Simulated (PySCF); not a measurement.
CClF, SMILES F[C]Cl (connectivity only; charge and spin as stated), neutral, multiplicity 1. Geometry optimised at ωB97X-D3(BJ)/def2-TZVP. The isomer is the one that the SMILES or the coordinates give; other isomers of the formula were not compared.

TDA-B3LYP/def2-TZVPD in PySCF puts the lowest singlet excitations at 3.57, 5.16, 6.24, 7.36, 7.56, 8.06 eV.

Q: What are the lowest excitation roots from PySCF with ADC(2)/aug-cc-pVDZ? (Estimate from the structure and the level; the computed values follow.)

A: 3.49, 5.36, 6.13, 7.72, 8.14, 8.65 eV. S1 differs by -0.07 eV (second minus first; roots are paired by order, and the bases may differ).
